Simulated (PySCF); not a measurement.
**How methods differ on the excitation energy of Yb⁺**

Yb⁺ [Xe] 4f14 6s1 (2S) → Yb⁺ [Xe] 4f13 6s1 6p1 (high-spin determinant), as a difference of total energies. Calculation: PySCF 2.14, in ANO-RCC-VTZP (8s7p5d3f2g1h, 104 functions); scalar relativity by spin-free X2C-1e. Correlated levels: valence: [Kr] 4d10 frozen; valence and next inner shell: [Ar] 3d10 frozen. The calculations carry no spin-orbit coupling.

| method | excitation energy (eV) |
| --- | --- |
| UHF | 2.553 |
| LDA | 8.171 |
| PBE | 7.593 |
| PBE0 | 6.573 |
| r2SCAN | 6.712 |
| MP2 (valence) | 8.752 |
| SCS-MP2 (valence) | 7.864 |
| MP2 (valence and next inner shell) | 9.474 |
| SCS-MP2 (valence and next inner shell) | 8.436 |

Task: How much does correlation contribute at MP2 (valence and next inner shell)?

Result: 9.474 − (2.553) = 6.921 eV, measured against UHF.

A first-order spin-orbit estimate (lowest level to lowest level, LS coupling) adds -0.438 eV.

The basis was made for the ground configuration and has no added diffuse functions, so the excitation energy can come out too high.

The determinant of the upper state mixes LS terms, which raises its energy above the lowest term, most at the Hartree-Fock and MP2 levels.
